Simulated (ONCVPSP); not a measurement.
## gold: one change to an ONCV potential, before and after

* Element: Au (Z = 79)
* Generator: ONCVPSP 4.0.1
* Type: optimised norm-conserving Vanderbilt (ONCV)
* Functional: LDA (Perdew-Wang 92)
* Relativity: scalar-relativistic
* Frozen core: [Kr] 4d10 4f14
* Valence charge: 19
* Reference configuration: 5s2 5p6 5d10 6s1
* Partial waves: 5s+6s: rc 1.25 bohr, ncon 4, nbas 7, qcut 7.6 1/bohr, 2 projectors; 5p: rc 1.10 bohr, ncon 4, nbas 8, qcut 6.1 1/bohr, 2 projectors, debl 3 Ha; 5d: rc 2.15 bohr, ncon 4, nbas 8, qcut 8.8 1/bohr, 2 projectors, debl 3 Ha; f scattering state at 0.14 Ha: rc 1.80 bohr, ncon 5, nbas 9, qcut 7 1/bohr, 2 projectors, debl 2.9 Ha
* Local potential: polynomial inside 0.85 bohr (lpopt 5, dvloc0 4 Ha)
* Core correction: none

All-electron outer shells of the reference configuration (LDA (PZ), scalar-relativistic, ld1.x):

| shell | level (eV) | outermost node (bohr) | outermost maximum (bohr) |
| --- | --- | --- | --- |
| 5s | -108.78 | 0.48 | 0.84 |
| 4f | -81.59 | – | 0.37 |
| 5p | -60.06 | 0.52 | 0.96 |
| 5d | -7.12 | 0.56 | 1.21 |
| 6s | -6.09 | 1.11 | 2.32 |

Change: d: nproj 1.

Cutoffs: the cutoffs (Ha) at which the residual kinetic energy of the hardest occupied pseudo-wave falls to 1 and 0.1 mHa per electron; they do not see the model core or the augmentation charge, which bear on the density cutoff. Errors are all-electron minus pseudo energies relative to the spin-unpolarised reference configuration.

Question: What does the change do?

Answer: The potential gets neither clearly harder nor softer (158 Ha and 182 Ha → 158 Ha and 182 Ha); both files keep a bound ghost (s); of the 4 tests that both files solve, the error grows in 0 and shrinks in 2 by more than 15 % and 0.3 meV (median size 4.2 → 1.8 meV); the range in which the d phases agree narrows (upper end at the end of the scan → 1.5).

| quantity | base | changed |
| --- | --- | --- |
| cutoff, loose | 158 Ha | 158 Ha |
| cutoff, tight | 182 Ha | 182 Ha |
| bound ghosts | s | s |
| GHOST(+) flags under 300 eV | none | none |
| error for 5s2 5p6 5d10 6s0, meV [ΔE 9.77 eV] | -2.7 | -2.7 |
| error for 5s2 5p6 5d9 6s0, meV [ΔE 31.27 eV] | -5.6 | -2.7 |
| error for 5s2 5p6 5d8 6s0, meV [ΔE 65.44 eV] | -13 | +0.8 |
| error for 5s2 5p6 5d10 6s0 6p1, meV [ΔE 5.40 eV] | -1.0 | -1.0 |
| s: phases at 1.27 bohr within 0.05 rad from the reference energy up to (Ha; the scan ends near 5) | to the end of the scan | to the end of the scan |
| p: phases at 1.11 bohr within 0.05 rad from the reference energy up to (Ha; the scan ends near 5) | to the end of the scan | to the end of the scan |
| d: phases at 2.18 bohr within 0.05 rad from the reference energy up to (Ha; the scan ends near 5) | to the end of the scan | 1.5 |
| f: phases at 1.83 bohr within 0.05 rad from the reference energy up to (Ha; the scan ends near 5) | to the end of the scan | to the end of the scan |

 A true bound ghost makes a file unfit for plane-wave use even where its test errors are small: the radial tests pick states by their node count and pass the ghost by.
